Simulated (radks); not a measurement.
The numbers below are computed, except where a source is named.
The mean radii <r> (bohr) of the occupied orbitals of an atom or ion are listed with their occupations. Level of theory: scalar-relativistic Kohn-Sham, SCAN, spin-polarised, spherical densities, finite nucleus; meta-GGA in the generalised Kohn-Sham scheme; Fermi nuclear charge, rms radius of each element as measured or else 0.836 A^(1/3) + 0.57 fm (a radial shooting solver on a logarithmic mesh with Libxc functionals).

orbital  occ.      <r>
1s up       1  0.09690
1s down     1  0.09688
2s up       1   0.4763
2s down     1   0.4762
2p up       3   0.4405
2p down     3   0.4401
3p up       3    1.837
3p down     1    1.898
3d up       2    3.853

Name the element and its charge. Open shells, if any, are filled with parallel spins first.

Answer. Z = 16, sulfur, charge 0: S in [Ne] 3p4 3d2. The 1s radius gives Z: for a bare nucleus <r> = (2 gamma + 1)/(2Z) with gamma = sqrt(1 - (Z/c)^2), 0.09332 bohr for Z = 16, and screening makes it slightly larger (0.09690 here). The occupations add up to 16, and the charge is Z minus that.
